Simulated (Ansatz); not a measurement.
`CB[NH][AlH][CH3]` + `C[SiH](F)[SiH2]Cl` → `CB[SiH](C)F` + `[CH3][AlH][NH][SiH2]Cl`  (redistribution)

Gas-phase electronic energies from Ansatz, PBE0-D4/def2-TZVP geometries. CBS: MP2 limit from def2 TZ/QZ plus the TZ coupled-cluster correction, frozen cores. DFT in def2-TZVPP. Each species was taken in one conformer, which may not be the lowest.

**Question.** Is it downhill or uphill in electronic energy at CCSD(T)/CBS, and by how much? (An estimate is asked.)

**Answer.** Computed: Uphill: ΔE = +0.68 eV.

**Question.** What do these levels give: ωB97X-V, r2SCAN, MP2/def2-TZVPP, SCS-MP2/def2-QZVPP, HF/CBS(def2), CCSD/CBS(def2)? (Best estimate.)

**Answer.** Computed: ωB97X-V 0.70, r2SCAN 0.72, MP2/def2-TZVPP 0.68, SCS-MP2/def2-QZVPP 0.65, HF/CBS(def2) 0.59, CCSD/CBS(def2) 0.66 eV.

Largest T1 diagnostic among the species: 0.011.

From PBE to PBE0 (25 % exact exchange), in def2-TZVPP and without D4, ΔE moves by −0.03 eV. In def2-TZVPP, CCSD(T) changes the Hartree–Fock value by +0.09 eV (the triples alone add +0.02 eV) and MP2 by +0.08 eV.
